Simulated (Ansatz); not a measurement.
# Ligand exchange: HI + Si(CH3)(NH2)2(SiH3) → SiH3I + SiH(CH3)(NH2)2

Species: HI (hydrogen iodide), singlet; Si(CH3)(NH2)2(SiH3), singlet; SiH3I `[SiH3]I`, singlet; SiH(CH3)(NH2)2, singlet. The partners trade H for SiH3: I–H and Si–SiH3 bonds give way to I–SiH3 and Si–H.

Shapes, held fixed at every level: PBE0-D4/def2-TZVP. Flexible molecules stand in one conformer, not always the lowest. Programs: Ansatz 0.2.0. Electronic energies: no zero-point or thermal term.

```
               level                    kind  ΔE (kJ/mol)  less CCSD(T)/def2-TZVPP
       HF/def2-TZVPP            Hartree–Fock       -111.0                    -25.7
   PBE-D4/def2-TZVPP                     GGA        -74.1                    +11.2
r2SCAN-D4/def2-TZVPP                meta-GGA        -85.9                     -0.6
  wB97M-V/def2-TZVPP  range-separated hybrid        -92.4                     -7.1
   B2PLYP/def2-TZVPP           double hybrid        -93.8                     -8.5
      MP2/def2-TZVPP     perturbation theory        -98.4                    -13.1
     CCSD/def2-TZVPP   coupled cluster or CI        -88.1                     -2.8
  CCSD(T)/def2-TZVPP   coupled cluster or CI        -85.3                      0.0
```

The highest level, CCSD(T)/def2-TZVPP, gives ΔE = -85.3 kJ/mol; the levels span -111.0 to -74.1. The column of differences is taken from that level and isn't an error. No measured value is set beside it here. For atoms past krypton def2 sets carry core potentials with scalar relativity. Correlated rows may include outer-core shells of I, which these sets cover unevenly.
